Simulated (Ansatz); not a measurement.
Geometry optimisation, Ansatz 0.2.0, RKS BHLYP/def2-SVP.

input.yaml

```yaml
crystal:
  periodic: [false, false, false]
  atoms:
    - { symbol: Al, position_ang: [0.0, 0.0, 0.0] }
    - { symbol: F, position_ang: [0.0, 0.0, 2.04] }
    - { symbol: F, position_ang: [1.4635, 0.0, -0.845] }
    - { symbol: Cl, position_ang: [-1.9312, 0.0, -1.115] }
    - { symbol: S, position_ang: [-0.3279, -2.4072, 0.8072] }
    - { symbol: H, position_ang: [-0.8871, -3.1733, -0.2225] }
    - { symbol: H, position_ang: [-0.1621, -1.1898, 1.9334] }
basis:
  gaussian: { orbitals: def2-SVP }
hamiltonian:
  xc: { name: BHLYP }
relax:
  f_tol: 0.15
  max_steps: 25
  restrain:
    - { distance: [0, 4], at: 2.26, k: 30.0 }
    - { distance: [6, 1], at: 0.92, k: 30.0 }
    - { distance: [0, 1], at: 2.89, k: 30.0 }
    - { distance: [6, 4], at: 2.6, k: 30.0 }
```

Launched with:

```bash
$ ansatz run input.yaml --threads 2 --pin off --max-ram 3072MiB --backend cpu --events-out ev --progress --plain --runs-dir out
```

**Question.** Where does it end, and by what steps?

**Answer.** The run converged. The restraints hold the end off the free minimum. After 10 steps the energy has fallen by 2.183 eV (the restraints' own energy left out); Al1 moved furthest, 0.79 Å. Parted: Al1–F2 (2.04 → 2.88 Å). Joined: F2–H7 (1.21 → 0.92 Å).

```csv
step,energy less start (eV),largest force component (eV/Å),accepted
0,0.0000,3.322,yes
1,-0.6727,3.388,yes
2,-1.0667,3.158,yes
3,-1.5515,2.009,yes
4,-2.0159,1.057,yes
5,-2.1089,0.841,yes
6,-2.1519,0.592,yes
7,-2.1634,0.788,yes
8,-2.1662,0.665,yes
9,-2.0841,2.415,no
10,-2.1833,0.674,yes
```

```xyz
7
Properties=species:S:1:pos:R:3
Al -0.043 -0.580 -0.534
F -0.170 -0.085 2.298
F 1.353 0.265 -0.727
Cl -1.813 0.177 -1.315
S 0.109 -2.634 0.333
H -1.203 -2.913 0.197
H -0.077 -1.001 2.346
```

Time of the run: 27 s on 2 threads of Arm Neoverse V1, with other jobs on the host, peak memory 0.19 GiB.
